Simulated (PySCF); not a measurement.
A species of formula C5H10OSi has this rotational fingerprint, computed with PySCF, PBE0-D3(BJ)/def2-SVP geometry optimisation, gas phase:

- Rotational constants: A = 3628, B = 1203, C = 995.9 MHz
- Dipole components: |μa| = 0.08 D, |μb| = 0.59 D, |μc| = 0.16 D
- Inertial defect: -52.10 u·Å²
- κ: -0.84

Question: Which candidate fits, each taken in the one conformer that was computed?
A. `[CH2:1]=[CH:2][O:3][C:4](=[CH2:5])[CH2:6][SiH3:7]` with C1–C2–O3–C4 -151°, C2–O3–C4–C5 21°, O3–C4–C6–Si7 69°
B. `[CH3:1]/[CH:2]=[CH:3]\[CH:4]=[CH:5]/[O:6][SiH3:7]` with C2–C3–C4–C5 180°, C4–C5–O6–Si7 -168°

Answer: A. It is C=COC(=C)C[SiH3], an asymmetric top, point group C1. The candidates at the same level (rigid rotor, commonest isotopes):

| SMILES | A (MHz) | B (MHz) | C (MHz) | μa (D) | μb (D) | μc (D) | Δ (u·Å²) | point group | rotor |
| --- | --- | --- | --- | --- | --- | --- | --- | --- | --- |
| C=COC(=C)C[SiH3] | 3628 | 1203 | 995.9 | 0.08 | 0.59 | 0.16 | -52.10 | C1 | asymmetric top |
| C/C=C\C=C/O[SiH3] | 10171 | 709.0 | 672.1 | 0.78 | 0.76 | 0.19 | -10.57 | C1 | near-prolate asymmetric top |

`C/C=C\C=C/O[SiH3]` has A 180 % too high. No structure here is proved a minimum.
